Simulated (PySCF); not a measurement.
C₄H₅BO₂, SMILES C=C1C=COB1O. Coordinates come from a PBE-D3(BJ)/def2-SVP optimisation. This is a generated structure with no PubChem entry under its InChIKey; it may be hypothetical. Other conformers were not sampled.

Give the equilibrium geometry at PBE-D3(BJ)/def2-SVP (PySCF confirms it by a frequency run) as bond lengths and angles, and its point group. (An estimate is asked for; the answer gives what the named calculation found.)

Several could match; the one computed here: point group Cs.
Atoms: C1 C2 C3 C4 O5 B6 O7 H8 H9 H10 H11 H12. Bonded distances (Å): C1–C2 1.357, C1–H8 1.104, C1–H9 1.102, C2–C3 1.466, C2–B6 1.575, C3–C4 1.361, C3–H10 1.098, C4–O5 1.385, C4–H11 1.099, O5–B6 1.408, B6–O7 1.357, O7–H12 0.975. Angles (°): C2–C1–H8 122.2, C2–C1–H9 120.8, H8–C1–H9 117.0, C1–C2–C3 128.5, C1–C2–B6 129.5, C3–C2–B6 102.0, C2–C3–C4 108.4, C2–C3–H10 126.7, C4–C3–H10 124.8, C3–C4–O5 115.1, C3–C4–H11 129.7, O5–C4–H11 115.2, C4–O5–B6 106.4, C2–B6–O5 108.0, C2–B6–O7 129.8, O5–B6–O7 122.1, B6–O7–H12 111.7.
Charge 0, spin multiplicity 1.
